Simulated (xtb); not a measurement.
C₄H₄S₂, SMILES S1C=CSC1=C. All values are semi-empirical tight-binding results from xtb (GFN2-xTB unless named), good for trends rather than for accurate numbers. Coordinates come from a GFN2-xTB optimisation.

Optimised geometry:

Bonds (Å): C1–C2 1.329, C1–H7 1.074, C1–H8 1.074, C2–S3 1.771, C2–S6 1.771, S3–C4 1.743, C4–C5 1.330, C4–H9 1.074, C5–S6 1.743, C5–H10 1.074. Angles (°): C2–C1–H7 121.1, C2–C1–H8 121.1, H7–C1–H8 117.8, C1–C2–S3 123.3, C1–C2–S6 123.3, S3–C2–S6 113.3, C2–S3–C4 95.5, S3–C4–C5 117.8, S3–C4–H9 116.6, C5–C4–H9 125.5, C4–C5–S6 117.8, C4–C5–H10 125.5, S6–C5–H10 116.6, C2–S6–C5 95.5.
Charge 0, spin multiplicity 1.

```yaml
point_group_as_xtb_finds_it: C2v
orbital_gap: 3.16 eV
zero_point_energy: 40.7 kcal/mol
G − E(el) at 298.15 K (modified RRHO): 22.1 kcal/mol
static polarisability (D4 model): 84.8 bohr³
solvation energy, GFN2-xTB/ALPB(water): 1.4 kcal/mol
solvation energy, GFN2-xTB/ALPB(methanol): -5.2 kcal/mol
```

Computed atomic charges and the Wiberg bond orders between heavy atoms:
charges (e) C1 -0.12, C2 0.07, S3 -0.08, C4 -0.01, C5 -0.01, S6 -0.08, H7 0.05, H8 0.05, H9 0.06, H10 0.06. Bond orders C1–C2 1.81, C2–S3 1.04, S3–C4 1.09, C4–C5 1.78, C2–S6 1.04, C5–S6 1.09.
